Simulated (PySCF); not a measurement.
C5H11OPS.
SMILES with atom numbers: `[CH3:1][P:2]1(=[O:3])[CH2:4][CH2:5][S:6][CH2:7][CH2:8]1`

Cartesian coordinates in Å at the GFN2-xTB level; atoms count from 1:
```
atom  x, y, z in Å
C1     2.0415   -1.3807    0.1490
P2     0.4563   -0.5579    0.5474
O3    -0.0679   -0.8696    1.8822
C4     0.7410    1.2434    0.2882
C5    -0.5954    1.9473    0.4329
S6    -1.7061    1.5556   -0.9532
C7    -1.9783   -0.2105   -0.6135
C8    -0.7060   -1.0143   -0.8067
H9     1.8899   -2.4557    0.2296
H10    2.7721   -1.0786    0.8974
H11    2.3999   -1.1288   -0.8439
H12    1.1829    1.4444   -0.6877
H13    1.4275    1.5773    1.0722
H14   -1.0895    1.6416    1.3577
H15   -0.4863    3.0321    0.4212
H16   -2.3366   -0.3049    0.4139
H17   -2.7642   -0.5219   -1.3021
H18   -0.2724   -0.8269   -1.7891
H19   -0.9181   -2.0827   -0.7030
```

Probes without a nucleus sit at each ring's centroid and 1 Å off its mean plane on both sides; NICS is minus the shielding there, NICSzz its component along the normal. Level: GIAO PBE0/pcSseg-1 (PySCF, non-relativistic, gas phase) on the GFN2-xTB geometry, one conformer.

Ring bond lengths (Å), with Mayer bond orders in brackets: P2–C4 1.842 (0.90), C4–C5 1.517 (1.01), C5–S6 1.819 (1.00), S6–C7 1.819 (1.00), C7–C8 1.517 (1.01), C8–P2 1.842 (0.90).

Problem. Give the NICS values of each ring in ppm.

Solution. 
```json
{"ring": "P2–C4–C5–S6–C7–C8", "type": "6-membered ring with P and S; formal bonds all single", "NICS(0)": "-2.2", "NICS(1), two faces": "-1.7 / -2.3", "NICS(1)zz, two faces": "5.4 / 4.7", "rms pucker (Å)": "0.32", "centre to ring atoms, mean (Å)": "1.63"}
```

Problem. What do they say, and how far can they be read as aromaticity?

Solution. 
- P2–C4–C5–S6–C7–C8: mean NICS(1)zz 5.0 ppm, deshielded. P2, C4, C5, C7, C8 have four or more neighbours, and the NICS criterion for π rings isn't applied.

Problem. At the first NICS(1) probe listed for ring P2–C4–C5–S6–C7–C8, 1 Å off the ring, what do the in-plane components average?

Solution. The isotropic value is a third of the trace: (3 × -1.7 − (5.4))/2 = -5.2 ppm.
